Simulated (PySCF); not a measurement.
A structure optimised at PBE-D3(BJ)/def2-SVP, used in a PySCF frequency run:

```xyz
13

N      2.3595    -0.0005     1.0580
Si     1.0730    -0.4224    -0.0507
Si    -1.0732    -0.8720     0.8434
N     -1.7041     0.2825    -0.3397
Si    -0.3753     1.1007    -1.1832
H      2.1668     0.7198     1.7596
H      3.2961     0.1380     0.6676
H      1.6226    -1.4863    -0.9642
H     -1.6711    -2.2530     0.7006
H     -1.2849    -0.4695     2.2875
H     -2.6989     0.4755    -0.4920
H     -0.2355     2.5677    -0.8323
H     -0.5257     1.0460    -2.6880
```
Charge 0, spin multiplicity 1.

Question: Write its SMILES and formula.

Answer: N[SiH]1[SiH2]N[SiH2]1, H8N2Si3

Question: What are its rotational constants (standard atomic weights)?

Answer: 3.1138, 2.0285, 1.3673 GHz
